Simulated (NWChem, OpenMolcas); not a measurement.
# A ladder of methods for CBr2F2 (dibromodifluoromethane)

CBr2F2: 5 atoms, total charge 0, spin state singlet. As SMILES, `FC(F)(Br)Br`. Geometry: relaxed at PBE0-D4/def2-TZVP.

Each level gives the dipole moment (D). The values are calculated.

Measured value to compare with: NIST CCCBDB gives the dipole moment of the gas as 0.66 D.

```csv
level,kind,program,value (D),computed − measured,CPU time
HF/cc-pVDZ,Hartree–Fock,NWChem,0.70,+0.04,3.2 min
SVWN5/cc-pVDZ,LDA,OpenMolcas,0.19,-0.47,23 s
revPBE/cc-pVDZ,GGA,NWChem,0.12,-0.54,3 min
M06-L/cc-pVDZ,meta-GGA,NWChem,0.33,-0.33,2.9 min
TPSS/cc-pVDZ,meta-GGA,OpenMolcas,0.17,-0.49,41 s
r2SCAN/cc-pVDZ,meta-GGA,OpenMolcas,0.21,-0.45,32 s
B3LYP/cc-pVDZ,global hybrid,OpenMolcas,0.34,-0.32,27 s
BHLYP/cc-pVDZ,global hybrid,NWChem,0.54,-0.12,2.5 min
```

Nearest: HF/cc-pVDZ (+0.04 D); farthest: revPBE/cc-pVDZ (-0.54 D). The measured dipole is a vibrational average, so differences of a few hundredths of a debye mean little. Computed less measured by kind, in D (cc-pVDZ rows): Hartree–Fock +0.04; LDA -0.47; GGA -0.54; meta-GGA -0.49 to -0.33; global hybrid -0.32 to -0.12. All-electron rows without a relativistic Hamiltonian named are non-relativistic. Magnitudes only: a small dipole may point the other way at some levels. CPU times are rough (shared hosts, several kinds of processor): they show what a rung costs within a factor of a few.
